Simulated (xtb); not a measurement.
A run for xtb: GFN1-xTB on MgH+, 2S+1 = 1, a spin state set in the input, which need not be the lowest, a point of a bond scan (R = 1.759 Å). Charge +1.

```
$ xtb mol.xyz --gfn 1 --sp --chrg 1 --uhf 0
2

H      0.00000000     0.00000000     0.00000000
Mg     0.00000000     0.00000000     1.75896200
```

Q: Give the final energy of this run.

A: -0.6932 hartree.
